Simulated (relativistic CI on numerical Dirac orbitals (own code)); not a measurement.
# Cu+: K-beta X-ray emission

Computed with this model: Dirac-Coulomb-Breit CI, orbitals from a KLI potential per configuration, model QED, valence Slater integrals scaled by 0.9, multiplet model of X-ray emission after core ionisation; configurations [Ar] 3d10 → 1s 2s2 2p6 3s2 3p6 3d10 → [Ne] 3s2 3p5 3d10; 300 K; Lorentzian 1.12 eV and Gaussian 1 eV FWHM. Energies are those of the free ion, without screening or charge transfer. S is read from ⟨S²⟩ = S(S + 1).

free ion: ground-state S = 0.00, centroid 8901.71 eV. Peaks (eV, height): 8900.0 (55), 8902.6 (100).

Strongest unbroadened transitions for free ion:

| Energy (eV) | Relative strength |
| --- | --- |
| 8900.01 | 49.7 |
| 8902.56 | 100.0 |
